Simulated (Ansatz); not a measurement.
Ansatz (a program for electronic structure) input (CCSD(T)/cc-pVDZ):

Ansatz 0.2 input:
```yaml
crystal:
  periodic: [false, false, false]
  atoms:
    - {symbol: C, position_ang: [1.76751175, -0.28952813, 0.05533521]}
    - {symbol: O, position_ang: [0.46893467, 0.15848324, -0.32052906]}
    - {symbol: B, position_ang: [-0.64729400, -0.15403985, 0.35023717]}
    - {symbol: O, position_ang: [-1.85634988, 0.30244175, -0.05578214]}
    - {symbol: H, position_ang: [1.72785983, -0.91214635, 0.95034321]}
    - {symbol: H, position_ang: [2.19004096, -0.86263111, -0.77002560]}
    - {symbol: H, position_ang: [2.39489258, 0.58171550, 0.24381929]}
    - {symbol: H, position_ang: [-2.58207219, 0.01303004, 0.50315564]}
basis:
  gaussian:
    orbitals: cc-pVDZ
magnetization: {spin_polarized: true, initial_magnetization: 1}
correlation: {method: ccsd_t, electrons: outside_noble_gas}
```

End of the output:

```
reference -5840.92604579 eV, -214.6500730608 hartree; 12, 11 occupied and 60, 61 virtual orbitals, 690 factors
second order -15.63446509 eV of doubles, -0.00000000 eV of singles
coupled cluster: 0.95 GiB planned
cycle   1  -15.93953397 eV  change   -3.1e-1 eV  update   9.5e-2
cycle   2  -16.33595356 eV  change   -4.0e-1 eV  update   2.8e-2
cycle   3  -16.45390782 eV  change   -1.2e-1 eV  update   1.7e-2
cycle   4  -16.44771301 eV  change    6.2e-3 eV  update   4.7e-3
cycle   5  -16.44612706 eV  change    1.6e-3 eV  update   2.0e-3
cycle   6  -16.44641163 eV  change   -2.8e-4 eV  update   6.6e-4
cycle   7  -16.44632710 eV  change    8.5e-5 eV  update   2.9e-4
cycle   8  -16.44638337 eV  change   -5.6e-5 eV  update   1.1e-4
cycle   9  -16.44641629 eV  change   -3.3e-5 eV  update   3.9e-5
cycle  10  -16.44640636 eV  change    9.9e-6 eV  update   1.3e-5
perturbative correction -0.42424038 eV, -0.0155905464 hartree
Total energy: -5857.79669253 eV, -215.2700578933 hartree
```

It need not be the lowest isomer of its formula.
